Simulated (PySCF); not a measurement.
Run record for `C#CC1=CC=C([NH3+])C=C1`: BHandHLYP/def2-SVPD, IEF-PCM acetonitrile, start guess atom, TDA, 25 singlets.

Method: TDA BHandHLYP/def2-SVPD, vertical, IEF-PCM acetonitrile (non-equilibrium linear response), core orbitals frozen in the response (PySCF 2.14.0, density-fitted response routines). Geometry: GFN2-xTB. The input is one job of a driver script: a line of settings, then coordinates in Å.

Command:
```bash
OMP_NUM_THREADS=1 python probes_run.py task.json out
```

Input:
```
{"job": {"kind": "uv", "xc": "BHandHLYP", "basis": "def2-SVPD", "solvent": "acetonitrile", "nstates": 25, "ntriplets": 5, "tda": true, "scf": {"guess": "atom"}}, "charge": 1, "multiplicity": 1}
C      3.072358     1.483106    -2.164901
C      2.157982     1.043069    -1.522464
C      1.084249     0.524788    -0.765100
C      0.633202     1.204191     0.370435
C     -0.416903     0.697776     1.110888
C     -1.014190    -0.487793     0.711745
N     -2.142624    -1.034528     1.511197
C     -0.583012    -1.176874    -0.409007
C      0.467692    -0.668638    -1.149158
H      3.870851     1.868182    -2.728059
H      1.109663     2.126263     0.662921
H     -0.764651     1.222643     1.987773
H     -2.571929    -1.822817     1.007653
H     -1.814140    -1.368647     2.428560
H     -2.854869    -0.309250     1.672775
H     -1.056992    -2.099722    -0.708735
H      0.816314    -1.189719    -2.026434
```

Output:
```
final grid: 143632 points
cycle   1  E = -363.5498502222  dE =  3.822e+00  |g| = 7.984e-01  |ddm| = 3.193e+01
cycle   2  E = -363.6617364290  dE = -1.119e-01  |g| = 5.061e-01  |ddm| = 1.226e+01
cycle   3  E = -363.7307749710  dE = -6.904e-02  |g| = 9.446e-02  |ddm| = 3.160e+00
cycle   4  E = -363.7322036075  dE = -1.429e-03  |g| = 6.249e-02  |ddm| = 5.216e-01
cycle   5  E = -363.7331864907  dE = -9.829e-04  |g| = 1.024e-02  |ddm| = 2.721e-01
cycle   6  E = -363.7332112763  dE = -2.479e-05  |g| = 2.517e-03  |ddm| = 4.270e-02
cycle   7  E = -363.7332135222  dE = -2.246e-06  |g| = 8.609e-04  |ddm| = 1.065e-02
cycle   8  E = -363.7332138470  dE = -3.247e-07  |g| = 3.463e-04  |ddm| = 4.721e-03
cycle   9  E = -363.7332139161  dE = -6.915e-08  |g| = 1.149e-04  |ddm| = 2.451e-03
cycle  10  E = -363.7332139260  dE = -9.922e-09  |g| = 4.173e-05  |ddm| = 8.637e-04
cycle  11  E = -363.7332139266  dE = -6.120e-10  |g| = 1.657e-05  |ddm| = 1.555e-04
converged SCF energy = -363.7332139266

Static polarisability (au): isotropic 132.073, principal 74.429 126.134 195.657

Singlet excitations
state   eV       nm        f      main configurations
  1   5.4147    229.0   0.02307   H->L+1 0.46, H-1->L 0.46
  2   5.4816    226.2   0.42771   H->L 0.79
  3   5.6939    217.7   0.00000   H-2->L 0.88
  4   6.5374    189.7   0.00000   H->L+5 0.52, H->L+6 0.16, H->L+4 0.13
  5   6.8359    181.4   0.28172   H-1->L+1 0.46, H-3->L 0.19, H-1->L 0.10
  6   6.9230    179.1   0.46417   H->L+1 0.39, H-1->L 0.35, H-1->L+1 0.13
  7   7.0902    174.9   0.00785   H->L+2 0.58, H->L+3 0.36
  8   7.4140    167.2   0.00244   H-2->L+1 0.96
  9   7.4453    166.5   0.00221   H->L+3 0.58, H->L+2 0.34
 10   7.6162    162.8   1.34105   H-1->L+1 0.29, H-3->L 0.19, H-2->L+5 0.16
 11   7.6787    161.5   0.00006   H-1->L+2 0.87
 12   8.1474    152.2   0.00040   H-1->L+3 0.39, H->L+4 0.27, H-4->L 0.15
 13   8.1870    151.4   0.00001   H-4->L 0.75, H-1->L+3 0.08
 14   8.2552    150.2   0.02396   H-2->L+3 0.32, H-3->L 0.23, H->L+8 0.12
 15   8.2683    150.0   0.06367   H-2->L+3 0.41, H-3->L 0.18, H->L+8 0.10
 16   8.3029    149.3   0.01598   H->L+6 0.30, H->L+5 0.26, H->L+4 0.17
 17   8.3326    148.8   0.01165   H->L+6 0.41, H->L+4 0.31, H-1->L+3 0.18
 18   8.4975    145.9   0.01490   H->L+7 0.61, H->L+8 0.24
 19   8.5152    145.6   0.31307   H-3->L+1 0.85
 20   8.5900    144.3   0.05212   H-1->L+4 0.89
 21   8.7656    141.4   0.00278   H-4->L+1 0.91
 22   8.8471    140.1   0.00100   H-1->L+7 0.55, H-1->L+8 0.14, H-1->L+6 0.11
 23   8.9637    138.3   0.00556   H-1->L+5 0.66, H-1->L+6 0.26
 24   9.0312    137.3   0.00001   H-2->L+8 0.35, H-2->L+11 0.23, H-2->L+7 0.14
 25   9.0672    136.7   0.00479   H->L+10 0.74

Triplet excitations (Tamm-Dancoff, eV): 3.5314 4.6233 4.6588 5.1218 5.3149
```

H and L stand for HOMO and LUMO; the number after each pair is its weight.

Task: Give S1 in cm⁻¹ and kJ/mol.

Result: 5.4147 eV × 8065.54 = 43673 cm⁻¹; × 96.485 = 522.4 kJ/mol.

Task: How does the lowest singlet excitation compare with the HOMO–LUMO gap?

Result: HOMO -8.24 eV and LUMO -0.63 eV give a gap of 7.61 eV; S1 at 5.41 eV lies 2.20 eV below it.

In short: SCF converged in 11 cycles with 244 basis and 881 fitting functions; HOMO -8.24 eV, LUMO -0.63 eV; lowest singlet 5.41 eV; lowest triplet 3.53 eV (Tamm–Dancoff); mean polarisability 132.1 au.

Geometry: GFN2-xTB; no vibrations or thermal averaging.

Cost: about 2.6 min of CPU time on one thread; the machine was shared, so the figure is rough.
